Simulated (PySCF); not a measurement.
Dipole moment and polarisability of `N#C[BH2-][PH+](F)F`

Compound: CH3BF2NP.
Geometry (PBE0-D3(BJ)/def2-SVP, Å), atoms numbered from 1 in this order:
```xyz
9
CH3BF2NP angstrom
N     -2.6242    0.9659    0.1130
C     -1.7468    0.2170   -0.0101
B     -0.5244   -0.7469   -0.1530
P      0.9845    0.3266    0.1028
F      1.2644    1.4243   -0.9909
F      2.3255   -0.4976    0.0839
H     -0.3926   -1.5279    0.7773
H     -0.3668   -1.2600   -1.2434
H      1.1394    1.0837    1.2856
```

Level: CAM-B3LYP/def2-SVPD (PySCF), static field, nuclei fixed, core orbitals frozen in the response. The polarisability tensor in these axes (au):

```
x   65.92 -3.76  0.14
y   -3.76 55.08  1.54
z    0.14  1.54 47.16
```

Task: What are the eigenvalues, a third of the trace, and Δα (Δα² = ½Σ(αi − αj)² over the three pairs)?

Result: Principal values 46.83, 54.22 and 67.11 au; mean 56.05 au = 8.31 Å³ = 9.24 × 10⁻⁴⁰ C²·m²/J; Δα = 17.77 au (32 % of the mean).

Task: What is the dipole moment, and where does it point?

Result: (4.78, -0.30, 1.25) D, 4.95 D in size, pointing from the negative to the positive side. Measured along this direction, the outermost atoms are N1 at the negative end and F6 at the positive end.

Task: Molar refractivity from α?

Result: Lorentz–Lorenz: R = (4π/3)N_A α = 2.5225 cm³/(mol·Å³) × 8.31 Å³ = 21.0 cm³/mol, in the limit of long wavelengths.

Task: Along which axes do the principal values lie, and how far do the nuclei extend along each?

Result: Largest value along (0.95, -0.30, -0.02), where the nuclei span 5.16 Å; middle along (0.30, 0.93, 0.21), 3.16 Å; least along (-0.05, -0.20, 0.98), 2.41 Å. The response follows the extents in order.

Task: Sum over states: ᾱ = Σ f/ω², ω in Eh. What share falls to these 10 lowest TDDFT singlets (eV, f)? 6.55, 0.0021; 6.73, 0.0212; 7.40, 0.0144; 7.50, 0.0152; 7.67, 0.0150; 7.80, 0.0040; 7.84, 0.0318; 8.05, 0.0051; 8.37, 0.0016; 8.58, 0.0103.

Result: They add up to 1.58 au, 2.8 % of the 56.05 au; the largest single term is 0.38 au, from the state at 7.84 eV. Terms in order: 0.04, 0.35, 0.19, 0.20, 0.19, 0.05, 0.38, 0.06, 0.02, 0.10 au. Higher excitations give the rest. The strengths listed sum to 0.121.

Task: Find the Langevin capture rate constant for O2+ (31.990 u) meeting this molecule (109.006 u), k = 2.342 × 10⁻⁹ cm³/s × √(α in Å³ / reduced mass in u).

Result: The reduced mass is 24.73 u, so k = 1.36 × 10⁻⁹ cm³/s. The formula leaves out the permanent dipole, which adds to the capture rate.

Task: Give the eigenvalues of the traceless quadrupole moment Θ = ½Σq(3rr − r²1), origin at the centre of nuclear charge.

Result: -16.97, 5.17, 11.80 D·Å. The values depend on the origin, since the dipole doesn't vanish. The electronic extent ⟨r²⟩ about the same centre is 772 bohr², a root-mean-square distance of 2.00 Å for the 54 electrons.

Isolated species at its PBE0-D3(BJ)/def2-SVP geometry (one conformer only).
